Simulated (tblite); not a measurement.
Compound: C4H9O2PSi.
Atom-mapped SMILES: `[CH3:1][C:2](=[O:3])/[CH:4]=[CH:5]/[O:6][SiH2:7][PH2:8]` (hydrogens: H9, H10, H11 on C1; H12 on C4; H13 on C5; H14, H15 on Si7; H16, H17 on P8)

Cartesian coordinates in Å at the GFN2-xTB level; atoms count from 1:
```
atom  x, y, z in Å
C1    -3.3608    0.1013    0.2053
C2    -2.2717    0.0955   -0.8406
O3    -2.5052    0.0320   -2.0276
C4    -0.9110    0.1728   -0.2954
C5     0.1495    0.1646   -1.1070
O6     1.4241    0.2209   -0.7487
Si7    2.1455    0.3429    0.7169
P8     4.2673    0.1869    0.0658
H9    -4.3348    0.0234   -0.2694
H10   -3.3080    1.0233    0.7808
H11   -3.2181   -0.7343    0.8874
H12   -0.7873    0.2317    0.7748
H13    0.0057    0.1044   -2.1816
H14    1.7179    1.5835    1.3744
H15    1.7801   -0.7833    1.5802
H16    4.4183    1.5244   -0.2619
H17    4.7814    0.3716    1.3367
```

Computed values, GFN2-xTB/tblite, gas phase, harmonic and unscaled. Against measured fundamentals such values can be off by several per cent, at times by over 20. Modes of hydrogen on phosphorus and silicon can be 10 to 20 % off. One conformer, not necessarily the lowest.

Harmonic wavenumbers (cm⁻¹): 35.0, 57.5, 68.3, 100.4, 114.2, 134.2, 135.8, 182.1, 263.2, 377.8, 437.9, 484.9, 511.6, 565.3, 603.9, 610.4, 684.0, 698.5, 737.0, 761.0, 772.1, 805.6, 948.9, 978.8, 983.1, 992.4, 1137.7, 1143.4, 1210.8, 1272.3, 1309.0, 1365.5, 1453.9, 1460.3, 1628.0, 1739.3, 2199.0, 2234.4, 2300.5, 2383.5, 3023.7, 3026.6, 3029.1, 3061.7, 3096.2.

A = 5426, B = 462.6, C = 431.0 MHz; mass 148.011 u (most abundant isotopes); point group C1, symmetry number 1.

Task: Zero-point energy?

Result: ½Σν̃ = 25559 cm⁻¹ = 305.75 kJ/mol.

Task: What is S at 298.15 K and 1 bar for an ideal gas of classical rigid rotors and harmonic oscillators?

Result: Translation 171.18, rotation 125.84, vibration 156.70: S = 453.7 J/(mol K).

Task: And Cp and H(298.15 K) − H(0)?

Result: Cp = 172.68 J/(mol K), of which vibrations give 139.42 (their classical limit is 45 R = 374.2); H(298.15 K) − H(0) = 32.83 kJ/mol without the zero-point energy, 22.91 from vibrations.

Task: Blend soft modes into free rotors: weight 1/[1 + (100 cm⁻¹/ν̃)⁴] for the oscillator and the rest for a rotor with moment μB/(μ + B), μ = h/(8π²ν), B = 10⁻⁴⁴ kg m². What vibrational entropy results?

Result: 139.84 J/(mol K) in place of 156.70, which changes −T·S at 298.15 K by +5.03 kJ/mol.

Task: What must be added to the electronic energy to get the Gibbs energy at 298.15 K and 1 bar?

Result: ZPE + [H(298.15 K) − H(0)] − T·S = 305.75 + 32.83 − 135.27 = 203.31 kJ/mol.

Task: Which modes carry the vibrational entropy at 298.15 K?

Result: 35.0 cm⁻¹: 23.11; 57.5 cm⁻¹: 19.00; 68.3 cm⁻¹: 17.58; 100.4 cm⁻¹: 14.42; 114.2 cm⁻¹: 13.37; 134.2 cm⁻¹: 12.07 J/(mol K); the other 39 give 57.14 together.

Hindered rotation and anharmonicity are outside this model. Other conformers, if any are populated, would add a mixing term that is left out. The structure is chiral; the term R ln 2 for an equal mix with its mirror image is left out.

Time: 0.7 s of wall time. Hardware: Arm Neoverse V1, one thread, shared host with 32 logical CPUs at a one-minute load of 25. The figure is for the frequency step alone.
